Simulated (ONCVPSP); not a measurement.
## Reading a pseudo-wave (phosphorus (P))

Columns: radius, all-electron u(r) and pseudo u(r) of the 3s shell (level -23.32 eV) of phosphorus in the configuration [Ne] 3s2 3p2; LDA (Perdew-Wang 92), scalar-relativistic, ONCV scheme, ONCVPSP 4.0.1.

```csv
r (bohr),all-electron,pseudo
0.088,0.1586,0.0187
0.175,-0.1218,0.0401
0.262,-0.3310,0.0670
0.350,-0.3967,0.1019
0.438,-0.3473,0.1460
0.525,-0.2296,0.1989
0.612,-0.0789,0.2604
0.700,0.0829,0.3296
0.788,0.2382,0.4031
0.875,0.3768,0.4770
0.962,0.4960,0.5490
1.050,0.5956,0.6171
1.138,0.6742,0.6777
1.225,0.7327,0.7282
1.312,0.7737,0.7677
1.400,0.7997,0.7954
1.487,0.8120,0.8102
1.575,0.8131,0.8128
1.662,0.8049,0.8048
1.750,0.7889,0.7889
1.838,0.7669,0.7669
1.925,0.7406,0.7406
2.012,0.7109,0.7109
2.100,0.6784,0.6784
2.188,0.6444,0.6444
2.275,0.6100,0.6099
```

(1) How many radial nodes do the two functions have?

(2) At about which radius was the pseudo-wave matched?

(3) Where does each function peak?

(4) Is the pseudo-wave norm-conserving?

## Answers

(1) The all-electron 3s function has n − l − 1 = 2; the pseudo-wave has 0, since the states of the same l below it are removed with the core.

(2) 1.65 bohr, where the columns begin to agree (steps of 0.09 bohr).

(3) Outermost all-electron maximum near 1.57 bohr, pseudo maximum near 1.57 bohr (to the table’s step).

(4) Yes: the ONCV scheme keeps the norm inside the radius equal to the all-electron one, which fixes the energy derivative of the logarithmic derivative at the level.
